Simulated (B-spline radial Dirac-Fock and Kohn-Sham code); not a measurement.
# Binding energies of Eu²⁺ in different valence configurations

Model: Dirac-Fock (average of configuration) total-energy differences with a finite nucleus, the Breit interaction including its frequency dependence, and self-energy and vacuum-polarisation corrections. Program: a B-spline atomic structure program. The model has no electron correlation.

Reference: the tabulated ground configuration [Xe] 4f7, with 1s 48535.5 eV, 2p1/2 7635.8 eV, 3p3/2 1502.2 eV, 3d5/2 1150.8 eV, 4f 20.05 eV, 5p3/2 40.70 eV, Kα1 41540.2 eV, Kβ1 47033.3 eV, Lα1 5844.5 eV, Lβ2 6837.1 eV.

Problem. One of these configurations gives the following shifts from the reference, in eV: average energy +12.70, 1s +22.93, 2p1/2 +24.61, 3p3/2 +27.34, 3d5/2 +26.95, 4f +21.55, 5p3/2 +11.80, Kα1 -1.86, Kβ1 -4.41, Lα1 -2.16, Lβ2 +2.00. Which?
A. [Xe] 4f6 6s1
B. [Xe] 4f5 5d2
C. [Xe] 4f5 6s2
D. [Xe] 4f6 5d1
E. [Xe] 4f6 6p1

Solution. C. The others give [Xe] 4f6 6p1: 1s +11.99; [Xe] 4f6 6s1: 1s +10.81; [Xe] 4f6 5d1: 1s +7.72; [Xe] 4f5 5d2: 1s +16.16.

Values without a named source are computed, but for edge energies of neutral atoms, which are taken from tables.
